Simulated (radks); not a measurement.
Isoelectronic series with 15 electrons, each ion in its NIST ground configuration. Calculated with a radial shooting solver on a logarithmic mesh with Libxc functionals: scalar-relativistic Kohn-Sham, PBE, spin-unpolarised, spherical densities, point nucleus. Total energies (hartree) and mean radii <r> (bohr):

ion    configuration  E (hartree)      3p      3s
P       [Ne] 3s2 3p3   -341.90216   2.373   1.896
Ar3+    [Ne] 3s2 3p3   -526.02164   1.396   1.291
Sc6+    [Ne] 3s2 3p3   -752.10691   1.022  0.9871
Cr9+    [Ne] 3s2 3p3  -1020.34594  0.8110  0.8017
Co12+   [Ne] 3s2 3p3  -1331.06057  0.6741  0.6757
Zn15+   [Ne] 3s2 3p3  -1684.65507  0.5772  0.5840
As18+   [Ne] 3s2 3p3  -2081.60533  0.5049  0.5140
Kr21+   [Ne] 3s2 3p3  -2522.45737  0.4486  0.4588
Mo27+   [Ne] 3s2 3p3  -3538.41407  0.3667  0.3770
Rh30+   [Ne] 3s2 3p3  -4114.98590  0.3358  0.3458
Cd33+   [Ne] 3s2 3p3  -4738.40452  0.3097  0.3191
Sb36+   [Ne] 3s2 3p3  -5409.62311  0.2872  0.2960
Xe39+   [Ne] 3s2 3p3  -6129.69641  0.2676  0.2757
La42+   [Ne] 3s2 3p3   -6899.7906  0.2504  0.2579
Nd45+   [Ne] 3s2 3p3   -7721.1949  0.2352  0.2419
Eu48+   [Ne] 3s2 3p3   -8595.3352  0.2217  0.2276
Dy51+   [Ne] 3s2 3p3   -9523.7904  0.2095  0.2147
Tm54+   [Ne] 3s2 3p3  -10508.3116  0.1985  0.2030
Hf57+   [Ne] 3s2 3p3  -11550.8456  0.1885  0.1923
Re60+   [Ne] 3s2 3p3  -12653.5627  0.1794  0.1824
Pt63+   [Ne] 3s2 3p3  -13818.8911  0.1710  0.1733
